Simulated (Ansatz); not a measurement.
Reaction (redistribution): `O[SiH](O)[SiH2]Cl` + `[GeH][Br]` → `O[SiH](O)[SiH3]` + `[Cl][Ge][Br]`

Isolated molecules relaxed with PBE0-D4/def2-TZVP in Ansatz; ΔE leaves out vibrations. CCSD(T)/CBS adds triple-zeta CCSD(T) − MP2 to the extrapolated MP2 energy (def2 sets, frozen cores). This one scheme is used for every species. Functionals use def2-TZVPP. For Br, Ge outer-core shells are correlated without core-valence functions, which leaves a few kJ/mol of doubt a bond. Scalar relativity is left out up to krypton. One conformer a species, not always the lowest.

`O[SiH](O)[SiH2]Cl`:

Cartesian coordinates in Å:
```
O 1.939 -0.340 -0.515
Si 0.339 -0.620 -0.314
O -0.385 -0.554 -1.790
Si -0.457 1.076 1.092
Cl -2.509 0.778 1.177
H 2.430 -0.907 -1.111
H 0.078 -1.962 0.286
H -1.271 -0.912 -1.870
H 0.060 0.997 2.482
H -0.225 2.443 0.562
```

`[GeH][Br]`:

Z-matrix (Å, degrees):
```
Ge
Br 1 2.339
H 1 1.598 2 93.3
```

`O[SiH](O)[SiH3]`:

Z-matrix (Å, degrees):
```
Si
O 1 1.647
Si 1 2.344 2 104.5
O 1 1.648 2 112.8 3 -122.1
H 1 1.486 2 110.8 3 123.0
H 2 0.959 1 117.7 3 -172.2
H 3 1.487 1 111.3 2 55.4
H 3 1.490 1 109.9 2 -65.1
H 3 1.489 1 110.0 2 175.9
H 4 0.959 1 117.5 2 65.5
```

`[Cl][Ge][Br]`:

Cartesian coordinates in Å:
```
Cl -1.169 -1.102 0.746
Ge -0.308 0.857 0.320
Br 1.477 0.245 -1.066
```

CCSD(T)/CBS gives -11.8 kcal/mol.

Task: Another level gave -14.6 kcal/mol. Which?
A. PBE0-D4/def2-TZVPP
B. PBE-D4/def2-TZVPP
C. CCSD(T)/def2-TZVPP
D. HF/def2-TZVPP

Result: B. PBE-D4 -14.6, CCSD(T)/def2-TZVPP -11.6, PBE0-D4 -12.6, HF/def2-TZVPP -9.0 kcal/mol.

Largest T1 diagnostic among the species: 0.013.

From PBE to PBE0 (25 % exact exchange), in def2-TZVPP and without D4, ΔE moves by +1.9 kcal/mol. In def2-TZVPP, CCSD(T) changes the Hartree–Fock value by −2.6 kcal/mol (the triples alone add −0.9 kcal/mol) and MP2 by −3.2 kcal/mol.
